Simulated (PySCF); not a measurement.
Basis and Hamiltonian dependence of the ionisation energy of Sn

Sn [Kr] 4d10 5s2 5p2 (3P) → Sn⁺ [Kr] 4d10 5s2 5p1 (2P). All values are computed (PySCF 2.14, energy differences of UHF-based or UKS calculations, no spin-orbit coupling). Values in eV.

```csv
basis,Hamiltonian,functions,UHF,r2SCAN,PBE0,MP2 (valence),CCSD(T) (valence),CCSD(T) (valence and next inner shell)
cc-pVDZ-PP with ECP28MDF,ECP,23,6.858,7.409,7.305,7.071,7.101,n/a
aug-cc-pVDZ-PP with ECP28MDF,ECP,32,6.858,7.410,7.310,7.087,7.127,n/a
x2c-SVPall,spin-free X2C,36,6.861,n/a,n/a,7.066,7.095,n/a
cc-pVTZ-PP with ECP28MDF,ECP,39,6.857,7.409,n/a,7.154,7.210,n/a
aug-cc-pwCVDZ-PP with ECP28MDF,ECP,48,6.856,7.415,7.311,7.093,7.135,7.150
def2-TZVPPD with the def2 core potential (28 electrons),ECP,56,6.851,7.400,7.304,7.144,7.200,7.251
x2c-TZVPall,spin-free X2C,60,6.859,7.414,7.309,7.143,n/a,n/a
ANO-RCC-VTZP,spin-free X2C,68,6.863,7.427,7.333,7.142,7.193,7.249
aug-cc-pVQZ-PP with ECP28MDF,ECP,92,6.849,7.407,7.307,7.183,7.234,n/a
aug-cc-pwCVTZ-PP with ECP28MDF,ECP,96,6.848,7.410,7.309,7.160,7.217,n/a
aug-cc-pwCVTZ-DK3,spin-free X2C,109,6.848,7.408,7.313,7.157,7.214,n/a
"aug-cc-pVQZ-PP with one added diffuse shell each of s, p, d, f, g type with ECP28MDF",ECP,117,6.849,7.407,7.307,7.183,n/a,n/a
dyall-av2z,non-relativistic,130,6.915,7.475,7.372,7.147,7.185,n/a
```

Problem. Estimate the row for def2-TZVP with the def2 core potential (28 electrons) (ECP, 50 functions).

Solution. From the rows with the same Hamiltonian and similar size; the calculation gives UHF 6.85; PBE0 7.30; MP2 (valence) 7.15; CCSD(T) (valence) 7.20 (eV).

Frozen in the all-electron rows: valence: [Kr] 4d10; valence and next inner shell: [Ar] 3d10; with a core potential, the same shells as far as they lie outside it.

Non-relativistic rows lack the scalar-relativistic shift.

Reference for a calculation without spin-orbit coupling: 7.389 eV (measured, between term centres; NIST).
